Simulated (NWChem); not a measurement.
**Basis-set convergence for H3AlS2**

SMILES: [SH][AlH][SH]
```xyz
6

Al     0.0000     0.0000     0.7512
H      0.0000     0.0000     2.3439
S     -1.8605     0.0000    -0.4221
H     -2.6375     0.0000     0.6986
S      1.8605     0.0000    -0.4221
H      2.6375     0.0000     0.6986
```
Charge 0, spin multiplicity 1.

All runs are NWChem calculations. All single points use one geometry, from PBE/def2-SVP, a minimum by its harmonic frequencies. It is one conformer; others weren't searched.

Quantity: dipole moment at the level B3LYP.

B3LYP has NWChem's definition, with VWN1-RPA local correlation. The structure started from a generated list of species.

| basis | functions | dipole moment (D) |
|---|---|---|
| STO-3G | 30 | 1.83 |
| 3-21G | 45 | 3.19 |
| cc-pVDZ | 69 | (withheld) |
| pcseg-1 | 69 | 2.47 |
| aug-pcseg-1 | 108 | 1.84 |
| aug-cc-pVDZ | 108 | 1.80 |
| def2-TZVP | 129 | 1.79 |
| cc-pVTZ | 144 | 1.79 |
| pcseg-2 | 144 | (withheld) |
| def2-TZVPD | 162 | (withheld) |

Q: Complete the blanks.

A: 
- cc-pVDZ, dipole moment (D): 1.93
- pcseg-2, dipole moment (D): 2.08
- def2-TZVPD, dipole moment (D): 1.72
